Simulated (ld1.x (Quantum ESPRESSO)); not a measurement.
**neodymium (Nd): variants of one TM potential**

Base potential:

* Element: Nd (Z = 60)
* Generator: ld1.x (Quantum ESPRESSO) 7.5
* Type: norm-conserving Troullier–Martins (Kleinman–Bylander form)
* Functional: PBE
* Relativity: fully relativistic
* Frozen core: [Xe] 4f3
* Valence charge: 3
* Reference configuration: 5d1 6s2 6p0
* Partial waves: 6s (bound): rc 3.20 bohr; 6p (bound, empty): rc 3.75 bohr; 5d (bound): rc 3.40 bohr
* Local potential: all-electron potential smoothed inside 2.65 bohr (lloc = -1)
* Core correction: none

Open shells are filled in proportion to 2j + 1 (rel_dist='average').

All-electron outer shells of the reference configuration (PBE, scalar-relativistic, ld1.x):

```json
{"shell": "5p", "level (eV)": "-24.67", "outermost node (bohr)": "0.77", "outermost maximum (bohr)": "1.48"}
{"shell": "4f", "level (eV)": "-6.90", "outermost node (bohr)": "–", "outermost maximum (bohr)": "0.65"}
{"shell": "6s", "level (eV)": "-3.87", "outermost node (bohr)": "1.74", "outermost maximum (bohr)": "3.60"}
{"shell": "5d", "level (eV)": "-2.92", "outermost node (bohr)": "0.87", "outermost maximum (bohr)": "2.08"}
{"shell": "6p", "level (eV)": "-1.34", "outermost node (bohr)": "2.07", "outermost maximum (bohr)": "4.74"}
```

Cutoffs, loose and tight: the cutoffs (Ry, on a coarse ladder) from which the occupation-weighted sum of valence levels, in a spherical-Bessel basis at the reference potential, stays within 10 and 1 mRy of its value at 400 Ry. They do not see the model core or the augmentation charge, which bear on the density cutoff. Test errors are all-electron minus pseudo excitation energies from the reference, over the configurations 5d1 6s1 6p0; 5d1 6s0 6p0; 5d1 6s1.5 6p0; 5d0 6s2 6p0; 5d2 6s1 6p0; 5d1 6s0 6p2; 5d2 6s0 6p0. A dash means not determined; rows that change the core or the reference have their own tests. The largest error is taken over the tests solved by every variant that gives reliable tests at all: 5d1 6s0 6p0; 5d1 6s1.5 6p0; 5d2 6s0 6p0; 5d2 6s1 6p0.

A true bound ghost makes a file unfit for plane-wave use even where its test errors are small: the radial tests pick states by their node count and pass the ghost by. Where a test does run into it, the solver fails or the error is huge.

```tsv
change	outcome	cutoff, loose	cutoff, tight	bound ghosts	largest test error (meV)
base	generated	10 Ry	15 Ry	s, p3/2	+189
local potential all-electron potential smoothed inside 1.64 bohr (lloc = -1)	generated	10 Ry	15 Ry	s, p1/2, p3/2	+189
local potential all-electron potential smoothed inside 2.06 bohr (lloc = -1)	generated	10 Ry	15 Ry	s, p3/2, p1/2	+189
local potential all-electron potential smoothed inside 2.70 bohr (lloc = -1)	generated	10 Ry	15 Ry	s, p3/2	+188
local potential all-electron potential smoothed inside 3.70 bohr (lloc = -1)	generated	10 Ry	15 Ry	none	+181
```

(1) What comes out with this change to the base: local potential all-electron potential smoothed inside 4.10 bohr (lloc = -1)?

(2) What comes out with this change to the base: local potential all-electron potential smoothed inside 3.12 bohr (lloc = -1)?

Results:

(1) outcome: generated; cutoff, loose: 12 Ry; cutoff, tight: 15 Ry; bound ghosts: p1/2; largest test error (meV): +162.

(2) outcome: generated; cutoff, loose: 10 Ry; cutoff, tight: 15 Ry; bound ghosts: s; largest test error (meV): +187.

Reading the sweep of the rcloc (base included, trends over the rows without a ghost): Bound ghosts are found at 1.64, 2.06, 2.65, 2.7, 3.12, 4.1 bohr.
